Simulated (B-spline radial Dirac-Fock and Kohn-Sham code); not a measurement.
# Nd³⁺ in Watson spheres of different radius

The computed values come from a B-spline atomic structure program: Dirac-Fock ΔSCF + Breit + QED. The ion, [Xe] 4f3, sits in a hollow sphere of charge Q = -3, a simple model of the Madelung potential. Inside the sphere an electron's potential energy is raised by the constant 14.40·|Q|/R eV, so binding energies fall by about that much as long as the orbitals stay inside.

```
radius (Å)  14.40 |Q|/R (eV)  1s (eV)  2s (eV)  2p1/2 (eV)  2p3/2 (eV)  3s (eV)  3p1/2 (eV)  3p3/2 (eV)  3d3/2 (eV)  3d5/2 (eV)  4s (eV)  4p1/2 (eV)  4p3/2 (eV)  4d3/2 (eV)  4d5/2 (eV)  4f (eV)  5s (eV)  5p1/2 (eV)  5p3/2 (eV)
       1.6             27.00  43578.8   7144.3      6734.5      6220.8   1592.3      1418.0      1313.5      1013.3       991.4    338.1       270.5       247.8       134.8       130.9    10.16    50.03       28.80       25.36
       2.4             18.00  43587.5   7153.1      6743.3      6229.6   1601.1      1426.7      1322.3      1022.1      1000.2    346.9       279.2       256.6       143.6       139.7    18.96    58.87       37.62       34.17
```

From the smallest to the largest radius 1s moves by +8.8 eV, while the constant potential alone would give +9.0 eV; the difference comes from charge outside the sphere and its screening.
